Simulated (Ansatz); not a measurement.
Ansatz (an electronic-structure program) input file for (Z)-1-chloro-1,2-difluoroprop-1-ene (C₃H₃ClF₂), SMILES Cl/C(=C(\F)C)F, PBE-D3(BJ)/def2-SVP. 

Ansatz 0.2 input:
```yaml
crystal:
  periodic: [false, false, false]
  atoms:
    - {symbol: C, position_ang: [-0.37738973, -2.25861710, 0.00000000]}
    - {symbol: C, position_ang: [0.24721809, -0.90929563, -0.00000000]}
    - {symbol: F, position_ang: [1.58844493, -0.90214376, 0.00000000]}
    - {symbol: C, position_ang: [-0.40395444, 0.26078578, 0.00000000]}
    - {symbol: F, position_ang: [-1.73673618, 0.30783969, -0.00000000]}
    - {symbol: Cl, position_ang: [0.36038771, 1.80161741, -0.00000000]}
    - {symbol: H, position_ang: [-0.05772830, -2.82706875, -0.88936199]}
    - {symbol: H, position_ang: [-0.05772830, -2.82706874, 0.88936198]}
    - {symbol: H, position_ang: [-1.47175673, -2.18186017, 0.00000000]}
basis:
  gaussian:
    orbitals: def2-SVP
hamiltonian:
  xc: pbe
  dispersion: d3bj
relax: {f_tol: 0.002, max_steps: 200}
```

It prints:

```
WARN ansatz: RAYON_NUM_THREADS=1 ignored (pool sized by the plan → 1); use --threads N
Functional definition: PBE
integrals: 0.05 GiB planned
1139 factors; their error is unknown
mean field: 0.27 GiB planned
mean field evaluation 1: about -21084.1227 eV, gradient 5.2e1 eV
mean field evaluation 2: about -21074.7225 eV, gradient 7.6e1 eV
mean field evaluation 4: about -21090.5262 eV, gradient 8.8e0 eV
mean field evaluation 8: about -21090.7064 eV, gradient 1.6e-1 eV
mean field evaluation 16: about -21090.6345 eV, gradient 4.4e-4 eV
mean field -21090.63450436 eV, -775.0665222899 hartree, gradient 2.7e-5 eV, S^2 0.000000; 0 other end points of the search recorded, 0 dependent functions left out
the calculation of the forces begins
reference -21090.63452974 eV, -775.0665232225 hartree; 28, 28 occupied and 75, 75 virtual orbitals, 1139 factors
relax step   1: F+E_penalty+E_count = -21090.81582030 eV  Δ(F+E_penalty+E_count) = +0.000e0 eV  max|allowed force component| = 5.523e-1 eV/Å  Δτ_max = 0.0000 Å  (31 SCF iters, accepted)
these checks for a lower state are left out or cut short: starts, cluster_reference, orbital_swaps, neighbouring_geometries, increment
integrals: 0.05 GiB planned
1139 factors; their error is unknown
mean field: 0.27 GiB planned
mean field -21090.64397757 eV, -775.0668704236 hartree, gradient 2.0e-5 eV, S^2 0.000000; 0 other end points of the search recorded, 0 dependent functions left out
the calculation of the forces begins
reference -21090.64400298 eV, -775.0668713576 hartree; 28, 28 occupied and 75, 75 virtual orbitals, 1139 factors
relax step   2: F+E_penalty+E_count = -21090.82489720 eV  Δ(F+E_penalty+E_count) = -9.077e-3 eV  max|allowed force component| = 1.531e-1 eV/Å  Δτ_max = 0.0092 Å  (33 SCF iters, accepted)
these checks for a lower state are left out or cut short: starts, cluster_reference, orbital_swaps, neighbouring_geometries, increment
integrals: 0.05 GiB planned
1139 factors; their error is unknown
mean field: 0.27 GiB planned
mean field evaluation 32: about -21090.6449 eV, gradient 9.0e-5 eV
mean field -21090.64494853 eV, -775.0669061058 hartree, gradient 2.1e-5 eV, S^2 0.000000; 0 other end points of the search recorded, 0 dependent functions left out
the calculation of the forces begins
reference -21090.64497395 eV, -775.0669070401 hartree; 28, 28 occupied and 75, 75 virtual orbitals, 1139 factors
relax step   3: F+E_penalty+E_count = -21090.82575040 eV  Δ(F+E_penalty+E_count) = -8.532e-4 eV  max|allowed force component| = 2.069e-2 eV/Å  Δτ_max = 0.0041 Å  (34 SCF iters, accepted)
these checks for a lower state are left out or cut short: starts, cluster_reference, orbital_swaps, neighbouring_geometries, increment
integrals: 0.05 GiB planned
1139 factors; their error is unknown
mean field: 0.27 GiB planned
mean field -21090.64495871 eV, -775.0669064801 hartree, gradient 1.7e-5 eV, S^2 0.000000; 0 other end points of the search recorded, 0 dependent functions left out
the calculation of the forces begins
reference -21090.64498414 eV, -775.0669074144 hartree; 28, 28 occupied and 75, 75 virtual orbitals, 1139 factors
relax step   4: F+E_penalty+E_count = -21090.82576678 eV  Δ(F+E_penalty+E_count) = -1.638e-5 eV  max|allowed force component| = 7.499e-3 eV/Å  Δτ_max = 0.0010 Å  (24 SCF iters, accepted)
these checks for a lower state are left out or cut short: starts, cluster_reference, orbital_swaps, neighbouring_geometries, increment
integrals: 0.05 GiB planned
1139 factors; their error is unknown
mean field: 0.27 GiB planned
mean field -21090.64495733 eV, -775.0669064293 hartree, gradient 6.6e-5 eV, S^2 0.000000; 0 other end points of the search recorded, 0 dependent functions left out
the calculation of the forces begins
reference -21090.64498276 eV, -775.0669073637 hartree; 28, 28 occupied and 75, 75 virtual orbitals, 1139 factors
relax step   5: F+E_penalty+E_count = -21090.82577000 eV  Δ(F+E_penalty+E_count) = -3.213e-6 eV  max|allowed force component| = 2.608e-3 eV/Å  Δτ_max = 0.0008 Å  (21 SCF iters, accepted)
these checks for a lower state are left out or cut short: starts, cluster_reference, orbital_swaps, neighbouring_geometries, increment
integrals: 0.05 GiB planned
1139 factors; their error is unknown
mean field: 0.27 GiB planned
mean field -21090.64495436 eV, -775.0669063203 hartree, gradient 2.7e-5 eV, S^2 0.000000; 0 other end points of the search recorded, 0 dependent functions left out
the calculation of the forces begins
reference -21090.64497979 eV, -775.0669072546 hartree; 28, 28 occupied and 75, 75 virtual orbitals, 1139 factors
relax step   6: F+E_penalty+E_count = -21090.82577029 eV  Δ(F+E_penalty+E_count) = -2.926e-7 eV  max|allowed force component| = 6.970e-4 eV/Å  Δτ_max = 0.0002 Å  (20 SCF iters, accepted)
integrals: 0.05 GiB planned
1139 factors; their error is unknown
mean field: 0.27 GiB planned
mean field evaluation 64: about -21090.7172 eV, gradient 7.9e-2 eV
mean field -21090.64495436 eV, -775.0669063203 hartree, gradient 2.7e-5 eV, S^2 0.000000; 1 other end points of the search recorded, 0 dependent functions left out
the calculation of the forces begins
reference -21090.64497979 eV, -775.0669072546 hartree; 28, 28 occupied and 75, 75 virtual orbitals, 1139 factors
Total energy: -21090.82579571 eV, -775.0735521173 hartree
Atom 0 at    -0.374979    -2.260385    -0.000000 Å, force    -0.000154     0.000026    -0.000000 eV/Å
Atom 1 at     0.252350    -0.911624     0.000000 Å, force     0.000136    -0.000023     0.000000 eV/Å
Atom 2 at     1.599824    -0.898562     0.000000 Å, force    -0.000004     0.000028     0.000000 eV/Å
Atom 3 at    -0.408439     0.267530    -0.000000 Å, force     0.000502     0.000697    -0.000000 eV/Å
Atom 4 at    -1.747373     0.314231     0.000000 Å, force    -0.000206    -0.000177     0.000000 eV/Å
Atom 5 at     0.362292     1.806517    -0.000000 Å, force    -0.000208    -0.000396    -0.000000 eV/Å
Atom 6 at    -0.058097    -2.836969    -0.894723 Å, force    -0.000059     0.000002     0.000094 eV/Å
Atom 7 at    -0.058097    -2.836969     0.894723 Å, force    -0.000059     0.000002    -0.000094 eV/Å
Atom 8 at    -1.476724    -2.179580    -0.000000 Å, force     0.000052    -0.000158     0.000000 eV/Å
Dipole moment:    -0.106333    -0.297367     0.000000 e Å
```

Self-consistency was reached.

Cost: around 14 core-seconds (rough).
